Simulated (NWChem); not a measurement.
System: BeCl, doublet; SMILES [Be][Cl]

NWChem printed, in part:

```
             Northwest Computational Chemistry Package (NWChem) 7.3.0
             --------------------------------------------------------

 ORDER OF PRIMARY AXIS IS BEING SET TO 4
 C4V symmetry detected

                             Geometry "geometry" -> ""
                             -------------------------

 Output coordinates in angstroms (scale by  1.889725989 to convert to a.u.)

  No.       Tag          Charge          X              Y              Z
 ---- ---------------- ---------- -------------- -------------- --------------
    1 Be                   4.0000     0.00000000     0.00000000    -1.48804481
    2 Cl                  17.0000     0.00000000     0.00000000     0.35012819

 Effective nuclear repulsion energy (a.u.)      19.5759881861

      Symmetry information
      --------------------

 Group name             C4v
 Group number             18
 Group order               8
 No. of unique centers     2

  xc_inp: hfexch multiplicative factor not found.

                                 NWChem DFT Module
                                 -----------------

 Summary of "ao basis" -> "ao basis" (spherical)
 ------------------------------------------------------------------------------
       Tag                 Description            Shells   Functions and Types
 ---------------- ------------------------------  ------  ---------------------
 Be                       aug-cc-pvdz                9       23   4s3p2d
 Cl                       aug-cc-pvdz               11       27   5s4p2d

      Symmetry analysis of basis
      --------------------------

        a1         20
        a2          0
        b1          4
        b2          4
        e          22

            General Information
            -------------------
          SCF calculation type: DFT
          Wavefunction type:  spin polarized.
          No. of atoms     :     2
          No. of electrons :    21
           Alpha electrons :    11
            Beta electrons :    10
          Charge           :     0
          Spin multiplicity:     2
          Use of symmetry is: on ; symmetry adaption is: on
          Maximum number of iterations: 150
          AO basis - number of functions:    50
                     number of shells:    20
          Convergence on energy requested:  1.00D-06
          Convergence on density requested:  1.00D-05
          Convergence on gradient requested:  5.00D-04

              XC Information
              --------------
                     Hartree-Fock (Exact) Exchange  1.000

      Superposition of Atomic Density Guess
      -------------------------------------

 Sum of atomic energies:        -474.04848540

      Non-variational initial energy
      ------------------------------

 Total energy =    -474.295587
 1-e energy   =    -692.620814
 2-e energy   =     198.749239
 HOMO         =      -0.172865
 LUMO         =       0.019232

   Symmetry analysis of molecular orbitals - initial alpha
   -------------------------------------------------------

 !! scf_movecs_sym_adapt:    8 vectors were symmetry contaminated

  Symmetry fudging

 !! scf_movecs_sym_adapt:    6 vectors were symmetry contaminated

  Numbering of irreducible representations:

     1 a1          2 a2          3 b1          4 b2          5 e

  Orbital symmetries:

     1 a1          2 a1          3 a1          4 e           5 e
     6 a1          7 a1          8 a1          9 e          10 e
    11 a1         12 e          13 e          14 a1         15 a1
    16 e          17 e          18 a1         19 e          20 e
    21 a1

   Symmetry analysis of molecular orbitals - initial beta
   ------------------------------------------------------

 !! scf_movecs_sym_adapt:    8 vectors were symmetry contaminated

  Symmetry fudging

 !! scf_movecs_sym_adapt:    6 vectors were symmetry contaminated

  Numbering of irreducible representations:

     1 a1          2 a2          3 b1          4 b2          5 e

  Orbital symmetries:

     1 a1          2 a1          3 a1          4 e           5 e
     6 a1          7 a1          8 a1          9 e          10 e
    11 a1         12 e          13 e          14 a1         15 a1
    16 e          17 e          18 a1         19 e          20 e
    21 a1

     ---------------------------------------------
      Total Density - Mulliken Population Analysis
     ---------------------------------------------

    Atom       Charge   Shell Charges
 -----------   ------   -------------------------------------------------------
    1 Be   4     3.63   2.01  0.61  0.56  0.05  0.33  0.02  0.00  0.07 -0.02
    2 Cl  17    17.37   2.00  2.01  0.97  0.92  0.03  6.00  3.19  2.18  0.06  0.01  0.00

     --------------------------------------------
      Spin Density - Mulliken Population Analysis
     --------------------------------------------

    Atom       Charge   Shell Charges
 -----------   ------   -------------------------------------------------------
    1 Be   4     0.90  -0.00  0.22  0.45  0.06  0.12  0.04  0.00  0.01  0.00
    2 Cl  17     0.10   0.00  0.00  0.01 -0.00  0.00  0.00  0.09  0.01 -0.02  0.00  0.01

 !! scf_movecs_sym_adapt:    8 vectors were symmetry contaminated

  Symmetry fudging

 !! scf_movecs_sym_adapt:    6 vectors were symmetry contaminated

 !! scf_movecs_sym_adapt:    8 vectors were symmetry contaminated

  Symmetry fudging

 !! scf_movecs_sym_adapt:    2 vectors were symmetry contaminated

   convergence    iter        energy       DeltaE   RMS-Dens  Diis-err
 ---------------- ----- ----------------- --------- --------- ---------
 d= 0,ls=0.0,diis     1   -474.1343076742 -4.94D+02  5.15D-03  2.95D-02
                                                     3.03D-03  2.23D-02

 !! scf_movecs_sym_adapt:    8 vectors were symmetry contaminated

  Symmetry fudging

 !! scf_movecs_sym_adapt:    8 vectors were symmetry contaminated

 !! scf_movecs_sym_adapt:    8 vectors were symmetry contaminated

  Symmetry fudging

[...]
```

Level: UHF/aug-cc-pVDZ. The geometry was optimised at PBE0/def2-SVP, spin-unrestricted. The spin multiplicity was typed, not searched, and may not be the lowest. No stability test was run on the SCF state.

Problem. Reconstruct the input file.

Solution. One answer among several that fit: the input that was run:
```
start job
memory heap 200 mb stack 900 mb global 1100 mb
geometry units angstroms noautoz
  Be     0.000000     0.000000    -1.469034
  Cl     0.000000     0.000000     0.369139
end
basis spherical
  * library aug-cc-pvdz
end
dft
  odft
  mult 2
  xc hfexch
  iterations 150
  mulliken
end
task dft energy
```
